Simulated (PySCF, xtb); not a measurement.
GeH₃, SMILES [GeH3], multiplicity 2.

Harmonic wavenumbers (cm⁻¹) from GFN2-xTB in xtb at its own minimum, in rising order: 812, 813, 815, 1582, 1787, 1788.

Q: What does PySCF with PBE-D3(BJ)/def2-TZVPD give at its own minimum? (An estimate is asked for; the answer gives what the named calculation found.)

A: 670, 823, 823, 2022, 2074, 2074. Paired by order, the mean absolute difference is 196 cm⁻¹ and the zero-point energies are 10.9 and 12.1 kcal/mol.
